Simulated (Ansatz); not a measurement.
C$_{2}$H$_{7}$FSi$_{2}$ (`FC[SiH]1C[SiH2]1`). The species carries charge 0 and has multiplicity 1.

```xyz
12

F    -2.444    1.012    0.405
C    -1.069    1.228    0.400
Si   -0.171   -0.423    0.575
C     0.407   -1.268   -0.934
Si    2.133   -0.506   -0.404
H    -0.826    1.911    1.220
H    -0.791    1.711   -0.541
H    -0.668   -1.229    1.714
H     0.384   -2.355   -0.919
H     0.007   -0.868   -1.863
H     1.707    0.915   -0.786
H     1.331   -0.128    1.132
```

Task: What are the harmonic wavenumbers in cm⁻¹ at PBE0-D4/def2-TZVP (Ansatz, finite differences of forces, unscaled)? (An estimate is asked.)

Result: Ansatz gave: 53, 114, 184, 247, 385, 407, 543, 623, 634, 665, 718, 793, 832, 846, 858, 898, 968, 1055, 1231, 1251, 1311, 1395, 1459, 1630, 2002, 2250, 3055, 3113, 3123, 3197.

Task: Is this a minimum?

Result: Yes, all 30 modes are real.

Task: Give the ideal-gas thermochemistry at 298.15 K and 1 bar (rigid rotor, harmonic oscillator; point group C1, symmetry number 1).

Result: Zero-point energy 214.4 kJ/mol; H(298) − E = 235.9 kJ/mol; entropy 353.3 J/(mol·K), of which translation 167.0, rotation 114.8, vibration 71.5; G(298) − E = 130.5 kJ/mol. Modes under 100 cm⁻¹ are hindered rotations or soft bends, so the harmonic entropy is rough.

Task: Rotational constants (cm⁻¹)?

Result: 0.2564, 0.04856, 0.04632.
